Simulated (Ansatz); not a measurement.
## Pulling the pair apart

The pair of K⁺ (SMILES [K+], atom 1) and H₂ (SMILES [H][H], atoms 2–3), both closed shells, in one local arrangement (a lower one may exist), relaxed at PBE0-D4/def2-TZVP:

K1  (-0.042, -0.053, -2.030)
H2  (-0.210, -0.268, 1.031)
H3  (0.252, 0.321, 0.999)
(Å)

H₂ is shifted rigidly along the line between the mean atom positions of the two fragments (negative: closer). Counterpoise interaction energies in kJ/mol. Computed with Ansatz 0.2.0 (basis: def2-TZVPPD); correlated methods freeze the cores. The outer core shell of Li, Na, Mg and K is correlated. The def2 sets are not built for correlating such inner shells, so the correlated values are less sure here.

| shift (Å) | PBE-D4 | r2SCAN-D4 | wB97M-V |
| --- | --- | --- | --- |
| -0.31 | -8.6 | -6.3 | -7.3 |
| -0.15 | -10.5 | -7.5 | -8.1 |
| 0.00 | -11.7 | -7.8 | -8.0 |
| 0.15 | -11.1 | -7.3 | -7.4 |
| 0.37 | -9.6 | -6.4 | -6.3 |
| 0.77 | -6.9 | -4.7 | -4.5 |
| 1.53 | -3.3 | -2.6 | -2.3 |
| 3.07 | -1.0 | -0.9 | -0.8 |

**Question.** What does CCSD(T) give at these shifts? (An estimate is asked for; the value comes from the calculation.)

**Answer.** The calculation gives: -6.2, -7.2, -7.2, -6.7, -5.7, -4.1, -2.1, -0.8 kJ/mol. For zero shift, CCSD(T) at an estimated basis limit (MP2 extrapolated from triple and quadruple zeta, plus CCSD(T) − MP2 in triple zeta) gives -8.3 kJ/mol. These are counterpoise interaction energies, counted from the two frozen fragments.

No T1 diagnostic of these runs exceeds 0.003.

For scale, one of the runs: CCSD(T)/def2-TZVPPD, 70 basis functions, launched by `ansatz run in.yaml --threads 2 --pin off --events-out ev --progress --plain --max-ram 5222MiB`. Hardware: 2 CPU threads of an Arm Neoverse V2, shared host. Wall time about 0.51 s.
